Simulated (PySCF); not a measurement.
A GIAO shielding run with PySCF (density fitting, non-relativistic, gas phase) on SMILES CS[SiH2]OC(C)(C)C, C5H14OSSi:

```
$ OMP_NUM_THREADS=1 python probes_run.py task.json out

{"job": {"kind": "nmr", "xc": "PBE0", "basis": "pcSseg-1"}, "charge": 0, "multiplicity": 1}
C      4.243807     0.025737    -0.013392
S      2.821883     0.868150    -0.767924
Si     1.293937    -0.236474     0.220007
O     -0.029493     0.514860    -0.264662
C     -1.396377     0.185527    -0.142522
C     -1.674165    -0.453161     1.215198
C     -1.762848    -0.779899    -1.269690
C     -2.171929     1.496783    -0.284346
H      5.139468     0.463153    -0.440489
H      4.204400    -1.034665    -0.240354
H      4.232050     0.180918     1.060735
H      1.518691    -0.156282     1.664362
H      1.392544    -1.640391    -0.188213
H     -1.137607    -1.394669     1.301249
H     -2.738048    -0.639623     1.332815
H     -1.340851     0.207772     2.010908
H     -1.207106    -1.707575    -1.157699
H     -1.507164    -0.337068    -2.228646
H     -2.826800    -0.998468    -1.251083
H     -3.241317     1.312010    -0.235742
H     -1.891009     2.179008     0.513775
H     -1.932475     1.963739    -1.235919
```

Hardware: 1 thread of an Arm Neoverse V2, shared host. The job also computes population analyses, field gradients.

Q: How large is the calculation?

A: 82 electrons, 220 basis functions and 1186 auxiliary functions.

Q: How long does it take, and how much memory does it need?

A: 43 s of wall time, with 13 SCF cycles and 4 response iterations; peak memory 1.1 GiB. Times on a shared host scatter by some tens of per cent.
